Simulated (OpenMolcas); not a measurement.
# Nb²⁺: effect of the IPEA shift

```yaml
Program: OpenMolcas 26.06
Basis: ANO-RCC-VTZP [7s6p4d2f1g]
Scalar_Hamiltonian: DKH2, point nucleus
Active_space: 3 electrons in 5 orbitals (4d)
State_averaging: 2S+1 = 4 even, 10 roots; 2S+1 = 2 even, 40 roots
Spin-orbit_coupling: RASSI with atomic mean-field integrals over the reference wave functions, term energies averaged over their components
```

Methods on the same reference wave functions:
A. CASSCF
B. MS-CASPT2, IPEA 0 Eh, imaginary shift 0.1 Eh (closed shells correlated: 4s 4p)
C. MS-CASPT2, IPEA 0.25 Eh, imaginary shift 0.1 Eh (closed shells correlated: 4s 4p)

Energies in cm-1 above 4d3 4F 3/2, the measured ground level; measured values from the list in Shadmi, J. Res. Natl. Bur. Stand. 70A, 435 (1966).

| Level | A | B | C | Measured |
| --- | --- | --- | --- | --- |
| 4d3 4F 3/2 | 0.0 | 0.0 | 0.0 | 0.0 |
| 4d3 4F 5/2 | 503 | 522 | 518 | 516 |
| 4d3 4F 7/2 | 1164 | 1188 | 1183 | 1177 |
| 4d3 4F 9/2 | 1946 | 1951 | 1951 | 1939 |
| 4d3 4P 1/2 | 11237 | 8540 | 8990 | 8664 |
| 4d3 4P 3/2 [70 %] | 11341 | 8420 | 8920 | 8608 |
| 4d3 2G 7/2 | 12020 | 8890 | 9500 | 9236 |
| 4d3 4P 5/2 | 12037 | 9510 | 9920 | 9594 |
| 4d3 2G 9/2 | 12568 | 9490 | 10080 | 9804 |
| 4d3 2P 1/2 | 15670 | 10390 | 11080 |  |
| 4d3 2H 9/2 | 15852 | 13060 | 13460 | 12916 |
| 4d3 2H 11/2 | 16194 | 13430 | 13810 | 13264 |
| 4d3 2D 5/2(1) | 17661 | 12830 | 13740 | 13094 |
| 4d3 2D 3/2(1) [62 %] | 17712 | 12680 | 13520 |  |
| 4d3 2F 7/2 | 26297 | 20210 | 20990 | 19861 |
| 4d3 2F 5/2 | 26551 | 20450 | 21230 | 19975 |
| 4d3 2D 5/2(2) | 40924 | 32720 | 33190 |  |
| 4d3 2D 3/2(2) | 41218 | 33020 | 33530 |  |

Deviations, from unrounded energies. A percentage is the sum of absolute deviations over the sum of measured energies, with the sign that they share, or ± where signs differ.

```json
{"Against measurement": "mean absolute deviation (cm-1)", "Levels": "13", "A": "2800", "B": "190", "C": "430"}
{"Against measurement": "fine structure of the ground term (%)", "Levels": "3", "A": "±0.9", "B": "+0.8", "C": "+0.6"}
{"Against measurement": "other terms of the ground configuration (%)", "Levels": "10", "A": "+29.4", "B": "±2.0", "C": "+4.5"}
```

B lies closest to measurement on these levels and A furthest from it. The largest miss of B in the table is 4d3 2F 5/2, by +480 cm-1. The ranking rests on the paired levels alone, and a cruder setting can come out closer through cancelling errors.

Between B and C the level of the table that moves most is 4d3 2D 5/2(1), by 920 cm-1 (lowest in B, highest in C). Moves below CASPT2's spread within the term are not significant.

The mean deviations of B to C differ by less than CASPT2's widest spread within a term (780 cm-1), so their order carries little weight.

From A to B the spin-free energies of the other terms of 4d3 shown, above 4F, scale by factors of 0.63 to 0.81.

The lowest spin-free term lies below A's lowest term by 0.292 hartree in B, 0.283 hartree in C.

CASPT2 does not keep the components of a term degenerate, so their means are used; among the terms shown or strongly mixed into the levels shown the widest spread is 780 cm-1 (4d3 4F, B). Levels of configurations with an s electron are missing; early in the row they begin among the upper levels of the d shell and mix with terms of their name. Without dynamic correlation excited terms often stand tens of per cent too high (terms of higher spin than the ground term too low), and those without a measured partner can miss by more than the paired ones (holds for A). The CASPT2 spread within a term exceeds the gap to the next term for 4d3 4P and 4d3 2G, 4d3 2D(1) and 4d3 2H, so the order of their levels is uncertain (holds for C). Measured partners are found by configuration, term and J. A level has none where our copy of the source lacks it or the pairing is in doubt (some pairs that miss far off the trend of their configuration count as doubtful), and it then counts in no deviation. Levels of configurations outside the active space are missing. The table leaves out levels that lie high or whose names do not pair safely across all columns.

A share in square brackets marks a mixed level and gives the weight of the term that names it, the lowest over the columns. A number in round brackets counts repeated terms of one configuration in the order of the reference energies.
